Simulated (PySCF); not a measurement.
Ge(F)2(OSiH3)2, SMILES [F][Ge]([F])([O][SiH3])[O][SiH3] at its B3LYP/def2-SVP optimised geometry (Å):

```
13

F     -2.3809    -1.5182     1.4520
Ge    -1.7927    -0.8065     0.0000
F     -2.3885     0.8065     0.0000
O     -2.4218    -1.6569    -1.3670
Si    -1.8389    -2.4056    -2.7551
O     -0.0572    -0.8065     0.0000
Si     1.2317    -0.5688     1.0542
H     -3.0262    -2.8527    -3.5271
H     -0.9940    -3.5765    -2.3892
H     -1.0333    -1.4449    -3.5593
H      1.5574    -1.8489     1.7404
H      0.8879     0.4688     2.0664
H      2.3885    -0.1233     0.2346
```

Level of theory: B3LYP/def2-TZVP in PySCF. Cells within 0.4 Å of a nucleus heavier than hydrogen are left out (blank, or x).

Map of the electron localisation function on the plane z = 1.0 Å:

```
|0000000000000000000000000000000|
|0000000000000000000000000000000|
|0000000000000000000000000000000|
|0000000000000000000000000000000|
|0000000000000000000000000000000|
|0000000000000000000000000000000|
|0000000000000000000000000000000|
|0000000000000000000000000000000|
|0000000000000000000000000000000|
|0000011221000000011000000000000|
|0000123432100000122100000000000|
|0001235553200000144310011100000|
|0001245654100000256422235541000|
|0001234543100000256543578884000|
|0000012221000001244335899997200|
|0000000011000112210003999998200|
|0000000111111334306xx0899997200|
|000001232111245540xxx0588864100|
|0001256653111456504x50454321000|
|0002478876311345420014431100000|
|0013578887410133224799731000000|
|0012578887400011016999962000000|
|0002467775300000016999983000000|
|0001245653100000016999984000000|
|0000123332000000004899983000000|
|0000001110000000002789841000000|
|0000000000000000000344200000000|
|0000000000000000000000000000000|
|0000000000000000000000000000000|
|0000000000000000000000000000000|
|0000000000000000000000000000000|
```
Scale: ten equal steps from 0.000 (start of '0') to 0.987 (end of '9'), in the order '0123456789'; x runs from -4.50 to 4.50, y from -4.50 (bottom) to 4.50 (top).
